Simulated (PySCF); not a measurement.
C3H10Si3, SMILES C=C1[SiH2][SiH2][C@H]1[SiH3].

Geometry: B3LYP-D3(BJ)/def2-SVP. The structure was generated by enumeration; whether it is a known compound was not checked.

Two levels are set side by side: TDA-PBE/def2-SVPD (PySCF) and TDA-LC-ωPBE/def2-SVPD (PySCF). Vertical, same geometry. The lowest singlet is HOMO−1→LUMO 98 % with PBE and HOMO−1→LUMO 53 %, HOMO−2→LUMO 26 %, HOMO→LUMO 11 % with the other functional; states are paired by order. Differences are taken from unrounded values.

```tsv
quantity	TDA-PBE
lowest singlet excitation (eV)	4.92
lowest triplet excitation (TDA) (eV)	3.72
first bright state (f over 0.05) (eV)	5.25
its oscillator strength	0.08
```

Problem. These are the TDA-PBE values. What does TDA-LC-ωPBE give? (An estimate is asked for; the answer gives what the named calculation found.)

Solution. 
```csv
quantity,TDA-LC-ωPBE,TDA-PBE minus TDA-LC-ωPBE
lowest singlet excitation (eV),6.01,-1.09
lowest triplet excitation (TDA) (eV),3.70,0.02
first bright state (f over 0.05) (eV),6.32,-1.06
its oscillator strength,0.13,-0.05
```

Functionals without exact exchange tend to place singlet excitations lower, as here. Differences between two approximate levels are no errors against the true value.

Rough cost on one machine, each run with all the roots and properties that it gave: TDA-LC-ωPBE against TDA-PBE about 4 times.
